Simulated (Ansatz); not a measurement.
Geometry optimisation, RKS PBE/def2-SVP (Ansatz 0.2.0).

input.yaml

```yaml
crystal:
  periodic: [false, false, false]
  atoms:
    - { symbol: Hf, position_ang: [0.095965, -0.401469, -0.590367] }
    - { symbol: "N", position_ang: [0.555747, 0.120416, 2.728352] }
    - { symbol: H, position_ang: [-0.190272, 0.383905, 3.383084] }
    - { symbol: H, position_ang: [1.452507, 0.297941, 3.196278] }
    - { symbol: Cl, position_ang: [2.121482, 0.779474, -0.82258] }
    - { symbol: Cl, position_ang: [-1.811022, 0.936944, -0.234341] }
    - { symbol: Cl, position_ang: [-0.252594, -1.385919, -2.691549] }
    - { symbol: O, position_ang: [0.228856, -1.992537, 0.651832] }
    - { symbol: Si, position_ang: [0.347074, -3.655293, 0.909139] }
    - { symbol: H, position_ang: [1.36007, -4.254512, -0.026219] }
    - { symbol: H, position_ang: [0.785216, -3.880114, 2.33126] }
    - { symbol: H, position_ang: [-0.990295, -4.30603, 0.690316] }
    - { symbol: H, position_ang: [0.484466, -0.908807, 2.569496] }
basis:
  gaussian: { orbitals: def2-SVP }
hamiltonian:
  xc: pbe
relax:
  f_tol: 0.03
  max_steps: 50
output:
  orbitals: {}
```

Command:

```bash
$ ansatz run input.yaml --threads 4 --pin off --max-ram 5120MiB --backend cpu --events-out ev --progress --plain --runs-dir out
```

**Question.** Where does it end, and by what steps?

**Answer.** The forces met the threshold. The force dipped under the threshold on the way, but the program's further checks kept it going. After 19 steps the energy has fallen by 0.811 eV; H3 moved furthest, 1.18 Å. Joined: Hf1–N2 (3.39 → 2.45 Å).

```json
{"step": "0", "energy less start (eV)": "0.0000", "largest force component (eV/Å)": "1.432", "accepted": "yes"}
{"step": "1", "energy less start (eV)": "-0.2582", "largest force component (eV/Å)": "0.934", "accepted": "yes"}
{"step": "2", "energy less start (eV)": "-0.5160", "largest force component (eV/Å)": "0.997", "accepted": "yes"}
{"step": "3", "energy less start (eV)": "-0.6596", "largest force component (eV/Å)": "1.105", "accepted": "yes"}
{"step": "4", "energy less start (eV)": "-0.7491", "largest force component (eV/Å)": "0.739", "accepted": "yes"}
{"step": "5", "energy less start (eV)": "-0.7818", "largest force component (eV/Å)": "0.432", "accepted": "yes"}
{"step": "6", "energy less start (eV)": "-0.7801", "largest force component (eV/Å)": "0.335", "accepted": "no"}
{"step": "7", "energy less start (eV)": "-0.8008", "largest force component (eV/Å)": "0.106", "accepted": "yes"}
{"step": "8", "energy less start (eV)": "-0.8026", "largest force component (eV/Å)": "0.016", "accepted": "yes"}
{"step": "9", "energy less start (eV)": "-0.8031", "largest force component (eV/Å)": "0.078", "accepted": "yes"}
{"step": "10", "energy less start (eV)": "-0.8034", "largest force component (eV/Å)": "0.041", "accepted": "yes"}
{"step": "11", "energy less start (eV)": "-0.8040", "largest force component (eV/Å)": "0.021", "accepted": "yes"}
{"step": "12", "energy less start (eV)": "-0.7850", "largest force component (eV/Å)": "0.748", "accepted": "no"}
{"step": "13", "energy less start (eV)": "-0.8045", "largest force component (eV/Å)": "0.024", "accepted": "yes"}
{"step": "14", "energy less start (eV)": "-0.8035", "largest force component (eV/Å)": "0.254", "accepted": "no"}
{"step": "15", "energy less start (eV)": "-0.8053", "largest force component (eV/Å)": "0.052", "accepted": "yes"}
{"step": "16", "energy less start (eV)": "-0.8060", "largest force component (eV/Å)": "0.079", "accepted": "yes"}
{"step": "17", "energy less start (eV)": "-0.8061", "largest force component (eV/Å)": "0.179", "accepted": "yes"}
{"step": "18", "energy less start (eV)": "-0.8072", "largest force component (eV/Å)": "0.190", "accepted": "yes"}
{"step": "19", "energy less start (eV)": "-0.8107", "largest force component (eV/Å)": "0.012", "accepted": "yes"}
```

```xyz
13
Properties=species:S:1:pos:R:3
Hf 0.142 -0.449 -0.038
N 0.491 0.210 2.293
H 0.081 1.129 2.511
H 1.492 0.268 2.530
Cl 2.177 0.789 -0.293
Cl -1.947 0.653 0.361
Cl -0.198 -1.060 -2.312
O 0.323 -2.226 0.728
Si 0.378 -3.908 0.813
H 1.384 -4.437 -0.169
H 0.784 -4.299 2.208
H -0.982 -4.473 0.514
H 0.065 -0.462 2.947
```

Whether the end is a true minimum wasn't checked by a vibrational analysis.

Run time: 78 s on 4 threads of Arm Neoverse V1, on a shared host, peak memory 0.27 GiB.
